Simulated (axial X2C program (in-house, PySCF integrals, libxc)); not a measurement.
**Worked dissociation energy of NaAg⁺: CCSD, with spin–orbit coupling**

Computed with an in-house all-electron X2C program for linear molecules (integrals from PySCF). Two-component (2c) means X2C with spin–orbit coupling and atomic mean-field two-electron Coulomb and Gaunt terms. Basis: Ag dyall-cv3z [12s12p8d5f3g], Na dyall-cv3z [9s8p5d2f] (cores contracted in-house); Gaussian nuclei, density fitting, unrestricted open shells. Masses: Ag 106.905 u, Na 22.990 u.

Molecular state: Ω = 1/2 (⟨Sz⟩ = 0.50, ⟨Lz⟩ = 0.00 at HF).

Correlated methods: 11 electrons correlated (number of frozen shells: Ag 4 s, 3 p, 1 d; Na 2 s, 1 p), 301 virtual spin orbitals or spinors in MP2, 90 natural virtuals in coupled cluster.

```
E(Ag) (2M_J = 1)  : -5311.046868 hartree
E(Na+) (2M_J = 0) : -161.870902 hartree
E(NaAg⁺) at Re    : -5472.932684 hartree
ωe                : 108.0 cm⁻¹
ωexe              : 0.707 cm⁻¹
```

Problem. Work out De and D0.

Solution. De = -5311.046868 + (-161.870902) − (-5472.932684) = 0.01491 hartree = 0.406 eV. The zero-point energy is ωe/2 − ωexe/4 = 54 cm⁻¹ = 0.007 eV, so D0 = 0.399 eV.

The state is a single determinant with fixed occupations, the lowest that a limited PBE0 search found. Dissociation energies refer to the lowest single-determinant-based atoms at the same level and basis. CCSD ran in a truncated set of natural virtual spinors with an MP2 remainder; without triples it tends to underbind. With the outer-core shells frozen, correlated bond lengths of heavy atoms tend to come out a few hundredths of an ångström too long.

Each atomic determinant is the lowest at this level and need not be a pure J level. Totals compare only within one Hamiltonian and basis.
